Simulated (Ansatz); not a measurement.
Reaction (substitution at a C–C bond): `CC(=O)C(C)(C)C(C)(C)C` + `O[SiH2]S` → `CO[SiH2]S` + `CC(=O)C(C)(C)C(C)C`

Isolated molecules relaxed with PBE0-D4/def2-TZVP in Ansatz; ΔE leaves out vibrations. CCSD(T)/CBS adds triple-zeta CCSD(T) − MP2 to the extrapolated MP2 energy (def2 sets, frozen cores). This one scheme is used for every species. Functionals use def2-TZVPP. B3LYP here is the variant with VWN-RPA as its local correlation; programs differ in this. HSE06 is defined as in plane-wave codes. Each species was taken in one conformer, which may not be the lowest.

`CC(=O)C(C)(C)C(C)(C)C`:

Cartesian coordinates in Å:
```
C -0.998 2.456 -0.583
C -0.963 1.329 0.417
O -1.897 1.165 1.166
C 0.270 0.412 0.487
C 0.577 0.179 1.967
C 1.489 1.081 -0.148
C -0.089 -0.940 -0.249
C 1.169 -1.781 -0.466
C -0.717 -0.671 -1.619
C -1.082 -1.769 0.566
H -0.644 2.151 -1.568
H -0.338 3.260 -0.243
H -2.014 2.840 -0.646
H 0.941 1.104 2.422
H 1.356 -0.575 2.091
H -0.311 -0.131 2.514
H 1.414 1.179 -1.233
H 2.390 0.506 0.069
H 1.641 2.079 0.268
H 1.857 -1.321 -1.177
H 0.883 -2.756 -0.870
H 1.709 -1.962 0.466
H -1.691 -0.182 -1.533
H -0.077 -0.058 -2.257
H -0.877 -1.619 -2.139
H -0.635 -2.139 1.490
H -1.390 -2.639 -0.020
H -1.973 -1.197 0.825
```

`O[SiH2]S`:

Cartesian coordinates in Å:
```
O -0.352 -1.332 -0.600
Si 0.249 0.188 -0.441
S 0.167 0.929 1.557
H -0.014 -2.002 -0.001
H 1.695 0.267 -0.767
H -0.569 1.007 -1.361
H -1.176 0.943 1.613
```

`CO[SiH2]S`:

Cartesian coordinates in Å:
```
C -0.832 -0.382 -1.406
O -0.062 0.460 -0.577
Si 0.177 0.154 1.015
S 1.626 1.491 1.794
H -0.695 -0.061 -2.439
H -0.518 -1.429 -1.322
H -1.898 -0.317 -1.160
H 0.606 -1.262 1.167
H -1.048 0.402 1.818
H 2.645 0.945 1.110
```

`CC(=O)C(C)(C)C(C)C`:

Z-matrix (Å, degrees):
```
C
C 1 1.507
H 1 1.094 2 109.9
H 1 1.092 2 111.6 3 118.2
H 1 1.088 2 109.2 3 -119.9
C 2 1.536 1 118.5 3 -70.4
O 2 1.207 1 120.3 3 112.3
C 6 1.536 2 104.0 1 -89.8
C 6 1.527 2 112.0 1 27.7
C 6 1.546 2 108.7 1 152.3
H 8 1.093 6 111.2 2 53.7
H 8 1.092 6 110.8 2 -66.6
H 8 1.092 6 110.6 2 172.8
H 9 1.092 6 111.5 2 -63.4
H 9 1.091 6 112.4 2 57.9
H 9 1.092 6 110.1 2 178.0
C 10 1.524 6 112.1 2 -67.0
C 10 1.522 6 113.7 2 167.5
H 10 1.094 6 105.3 2 49.4
H 17 1.094 10 111.6 6 -69.7
H 17 1.093 10 110.2 6 171.3
H 17 1.092 10 111.9 6 52.0
H 18 1.094 10 112.0 6 62.2
H 18 1.091 10 112.6 6 -59.9
H 18 1.093 10 109.7 6 -179.2
```

| level | ΔE (kJ/mol) | difference from CCSD(T)/CBS |
| --- | --- | --- |
| LDA (SPW92) | 63.2 | 2.3 |
| PBE-D4 | 51.4 | -9.5 |
| revPBE-D4 | 55.1 | -5.8 |
| r2SCAN-D4 | 54.2 | -6.7 |
| B97M-V | 54.1 | -6.8 |
| PBE0-D4 | 52.8 | -8.1 |
| B3LYP-D4 | 46.0 | -14.9 |
| r2SCANh-D4 | 54.5 | -6.4 |
| r2SCAN0-D4 | 54.8 | -6.1 |
| BHLYP-D4 | 45.2 | -15.7 |
| CAM-B3LYP-D4 | 46.7 | -14.2 |
| ωB97X-V | 51.6 | -9.3 |
| ωB97M-V | 56.8 | -4.1 |
| B2PLYP | 46.0 | -14.9 |
| PBE | 43.2 | -17.7 |
| revPBE | 33.3 | -27.6 |
| BLYP | 28.7 | -32.2 |
| r2SCAN | 51.6 | -9.3 |
| PBE0 | 45.6 | -15.3 |
| B3LYP | 33.3 | -27.6 |
| r2SCANh | 51.7 | -9.2 |
| HSE06 | 45.3 | -15.6 |
| BHLYP | 36.3 | -24.6 |
| CAM-B3LYP | 39.3 | -21.6 |
| LC-ωPBE | 47.9 | -13.0 |
| RPA@PBE/def2-TZVPP | 54.2 | -6.7 |
| HF/def2-SVP | 21.3 | -39.6 |
| MP2/def2-SVP | 61.1 | 0.2 |
| CCSD/def2-SVP | 48.6 | -12.3 |
| CCSD(T)/def2-SVP | 52.4 | -8.5 |
| HF/def2-TZVPP | 24.4 | -36.5 |
| SCS-MP2/def2-TZVPP | 58.0 | -2.9 |
| CCSD/def2-TZVPP | 54.9 | -6.0 |
| CCSD(T)/def2-TZVPP | 59.6 | -1.3 |
| HF/def2-QZVPP | 23.7 | -37.2 |
| MP2/def2-QZVPP | 69.1 | 8.2 |
| SCS-MP2/def2-QZVPP | 58.5 | -2.4 |
| HF/CBS(def2) | 23.7 | -37.2 |
| MP2/CBS(def2) | 69.9 | 9.0 |
| CCSD/CBS(def2) | 56.2 | -4.7 |
| CCSD(T)/CBS | 60.9 | 0 |

Largest T1 diagnostic among the species: 0.011.

The D4 term adds +12.7 kJ/mol with B3LYP and +7.3 kJ/mol with PBE0; it sums over pairs of atoms, weighted by their polarisabilities, and B3LYP, whose exchange is more repulsive, gets the larger term. From BLYP to BHLYP (50 % exact exchange), in def2-TZVPP and without D4, ΔE moves by +7.6 kJ/mol. At CCSD(T), def2-SVP lies −8.5 kJ/mol from the extrapolated value and def2-TZVPP −1.3 kJ/mol.

CCSD(T)/CBS has its own doubt, a few kJ/mol and more with outer-core shells, so smaller differences from it don't rank the levels.
